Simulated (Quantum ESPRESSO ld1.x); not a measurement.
The numbers below are computed, except where a source is named.
Zn15+, configuration [Ne] 3s2 3p3 (the NIST ground configuration). Code: ld1.x of Quantum ESPRESSO 7.5. Model: scalar-relativistic Kohn-Sham, LDA (Slater exchange, Perdew-Zunger correlation), spin-polarised, spherical densities, point nucleus; open shells are filled with parallel spins first.

Normalised radial functions P(r) = r R(r), r in bohr:

```
   r/bohr * 2s down, o 2p up, + 3p down (the largest magnitude, 2.22, reaches the edge; | marks zero, & curves that meet)
 0.005127                             &     *
 0.006363                             &      *
 0.007961                             +o      *
  0.00996                             +o       *
  0.01246                             |&         *
  0.01559                             |+o         *
   0.0195                             |+ o         *
   0.0244                             | + o        *
  0.03053                             |  +  o      *
  0.03819                             |   +   o  *
  0.04778                             |    +  *  o
   0.0593                             |   *  +      o
  0.07418                          *  |       +         o
  0.09281                  *          |         +           o
   0.1161           *                 |         +              o
   0.1453     *                       |        +                 o
   0.1817  *                          |      +                  o
   0.2274   *                         | +                    o
   0.2845        *               +    |                o
   0.3559               * +           |          o
   0.4452             +        *      |     o
    0.557           +              *  |  o
   0.6913              +             *|o
   0.8649                   +         &
    1.082                        +    &
    1.354                           + &
    1.694                             &
```

2s down: eigenvalue -1674.8 eV, 1 radial node at r = 0.0676 bohr, <r> = 0.225 bohr, 90 % of the charge inside 0.347 bohr. 2p up: eigenvalue -1528.2 eV, 0 radial nodes, <r> = 0.197 bohr, 90 % of the charge inside 0.321 bohr. 3p down (empty): eigenvalue -508.55 eV, 1 radial node at r = 0.243 bohr, <r> = 0.578 bohr, 90 % of the charge inside 0.859 bohr.
